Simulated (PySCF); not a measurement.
## ZnBr₂, singlet: structure and spectrum

All numbers come from PBE0/[Zn def2-SVP, Br def2-SVP], no relativity, density fitting, PySCF.

The structure is a minimum.

```xyz
3
charge 0 multiplicity 1, angstrom
Zn    0.0000    0.0000    0.0000
Br    0.0000    0.0000    2.2302
Br    0.0000    0.0000   -2.2302
```

```
Point group                                                                   : D∞h
Bond lengths                                                                  : Zn–Br 2.230 Å (×2)
Bond angles                                                                   : Br–Zn–Br 180.0°
Atomisation energy without zero-point energy                                  : 586 kJ/mol
Dipole moment                                                                 : 0.00 D
Lowest empty level                                                            : -1.63 eV
Principal polarisabilities                                                    : 31.2, 31.2, 80.6 bohr³
Entropy at 298.15 K and 1 bar                                                 : 299.6 J/(mol K)
Highest occupied level                                                        : -8.35 eV
Principal quadrupole moments (Buckingham, traceless) about the centre of mass : -9.15, 4.57, 4.57 D Å
Rotational constants                                                          : 0.02147 cm⁻¹
Heat capacity Cp at 298.15 K                                                  : 59.2 J/(mol K)
Zero-point energy                                                             : 4.7 kJ/mol
Rotational symmetry number                                                    : 2
Enthalpy at 298.15 K above 0 K                                                : 14.92 kJ/mol
```

Harmonic modes (masses in u: Zn 63.929, Br 78.918):
| symmetry | ω (cm⁻¹) | IR (km/mol, summed over degenerate members) |
| --- | --- | --- |
| πu | 81 | 18.3 |
| σg+ | 220 | 0.0 |
| σu+ | 405 | 60.4 |

In D∞h the vibrations span πu + σg+ + σu+. The σg+ mode carries no infrared intensity, as symmetry demands. With a centre of inversion only u modes can be infrared active and only g modes Raman active.

Charges (e):
```json
{"atom": "Zn1", "Mulliken": "0.61", "Löwdin": "0.50", "polar tensor": "1.00", "Mayer order to Zn1": "–"}
{"atom": "Br2,3", "Mulliken": "-0.30", "Löwdin": "-0.25", "polar tensor": "-0.50", "Mayer order to Zn1": "1.05"}
```

Mulliken populations on Zn1: s 6.78, p 12.66, d 9.95, f 0.00.

Outer orbital energies (eV). occupied: -15.75, -15.75, -10.78, -9.73, -8.73, -8.73, -8.35, -8.35; empty: -1.63, 0.65, 0.65, 1.98.

Counting electrons, zinc keeps none of its valence electrons outside its bonds, so the VSEPR class is AX2 and the expected shape is linear (D∞h), as computed.

Stability towards spin polarisation was not tested.

The final relaxation and frequency run took 22 s on 2 threads of a shared Arm Neoverse V2 host, with 95 basis functions and 6 gradients; the process peaked at 0.95 GiB. Launch command: `OMP_NUM_THREADS=2 python axn.py task.json out`.
